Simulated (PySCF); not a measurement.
Computed with PBE-D3(BJ)/def2-TZVP // r2SCAN-D4/def2-SVP (PySCF). All species are isolated molecules in the gas phase. One relaxed conformer stands for a flexible species; it need not be the lowest. 

Reference species (SMILES): `C[O][Ge]([SiH3])([SiH3])[O]C` (C–O–Ge–Si torsion 178°, Si–Ge–O–C torsion 47°) (neutral, multiplicity 1).

```yaml
HOMO: -6.18 eV
S1 oscillator strength: 0.007
```

Changed species: `C[O][Ge]([SiH3])([SiH3])[SiH3]` (C–O–Ge–Si torsion 59°) (3 of 4 OCH3 replaced by SiH3; the reference has 2 of 4 OCH3 replaced by SiH3).

Problem. Predict the effect on the HOMO and S1 oscillator strength.

Solution. the HOMO rises by 0.26 eV, to -5.92 eV; the S1 oscillator strength hardly moves.
